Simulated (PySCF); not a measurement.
Write Cartesian coordinates for `FB(Br)CBBr` as optimised with PBE0-D3(BJ)/def2-SVP.

```
atom  x, y, z in Å
F1    -1.9937   -0.3615    0.8987
B2    -1.2023    0.3693    0.1399
Br3   -1.5216    2.2574    0.1120
C4    -0.0294   -0.2946   -0.6494
B5     1.1477   -0.4483    0.3603
Br6    2.6255    0.7514    0.3385
H7    -0.3753   -1.3059   -0.9268
H8     0.2443    0.3010   -1.5294
H9     1.1587   -1.2919    1.2201
```

Any rigid rotation of these coordinates is as good. Atoms count from 1 in this order. B2 (three-coordinate boron) is planar (angles 122.5°, 120.4° and 117.1°, sum 360.0°, 0.02 Å off the plane of its three neighbours). B5 (three-coordinate boron) is planar (angles 122.6°, 121.1° and 116.3°, sum 360.0°, 0.02 Å off the plane of its three neighbours).

Bonds between heavy atoms (Å): F1–B2 1.318, B2–Br3 1.915, B2–C4 1.562, C4–B5 1.558, B5–Br6 1.904.

Computed, not measured: PySCF, PBE0-D3(BJ)/def2-SVP geometry optimisation, gas phase.

Point group: C1 (no symmetry element, even within 0.4 Å). Whether it is a minimum is left open (no frequencies). One conformer, not necessarily the lowest (F1–B2–C4–B5 -82°, B2–C4–B5–Br6 -102°).
